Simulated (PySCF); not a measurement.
# Circular dichroism: SMILES N#C[C@H]1CC[SiH2][C@@H]1C#N, C$_{6}$H$_{8}$N$_{2}$Si

Geometry:
```tsv
atom	x (Å)	y (Å)	z (Å)
N1	1.718	-1.668	2.061
C2	1.456	-1.062	1.128
C3	1.106	-0.290	-0.038
C4	0.005	-1.007	-0.832
C5	-1.281	-0.971	-0.002
Si6	-1.320	0.769	0.774
C7	0.556	1.085	0.412
C8	0.721	2.035	-0.642
N9	0.837	2.771	-1.511
H10	2.011	-0.170	-0.647
H11	0.304	-2.031	-1.066
H12	-0.140	-0.472	-1.773
H13	-2.145	-1.204	-0.620
H14	-1.231	-1.734	0.777
H15	-1.550	0.787	2.216
H16	-2.152	1.723	0.045
H17	1.098	1.452	1.288
```

Level of theory: PySCF 2.14.0, TDDFT B3LYP/def2-SVPD circular dichroism and optical rotation, one conformer, gas phase. Geometry: GFN2-xTB.

Problem. Assign R or S to each stereocentre.

Solution. C3 R, C7 S.

Problem. Which excitations and rotatory strengths does the calculation give?

Solution. Rotatory strengths R in 10⁻⁴⁰ esu² cm², velocity form and length form (origin at the centre of mass); f in length form.
```csv
state,E (eV),λ (nm),f,R (velocity),R (length),main
1,6.92,179,0.007,+2.9,+3.0,HOMO→LUMO 0.74
2,7.22,172,0.016,-12.6,-12.0,HOMO→LUMO+1 0.78
3,7.45,166,0.029,-13.8,-13.3,"HOMO→LUMO+2 0.71, HOMO→LUMO 0.08"
4,7.62,163,0.003,+0.1,+0.4,"HOMO−2→LUMO+1 0.26, HOMO−3→LUMO 0.12"
5,7.64,162,0.024,-4.7,-4.5,"HOMO→LUMO+3 0.43, HOMO−1→LUMO 0.15"
6,7.74,160,0.010,+6.8,+7.7,"HOMO−1→LUMO 0.24, HOMO−2→LUMO+1 0.19"
7,7.82,159,0.003,+10.0,+9.8,"HOMO−1→LUMO+1 0.53, HOMO−2→LUMO+1 0.14"
8,7.85,158,0.010,-33.8,-34.9,"HOMO−1→LUMO+1 0.19, HOMO−3→LUMO+1 0.15"
```

Among the states computed, the strongest CD band (largest |R|) is state 8. The largest dissymmetry factor in size, g = 4R/(D+G), with D and G the electric and magnetic dipole strengths, is +0.043 for state 7 (velocity form, f = 0.003), among bands with |R| over 0.5. The mirror image has the same energies and oscillator strengths and all R with the opposite sign.
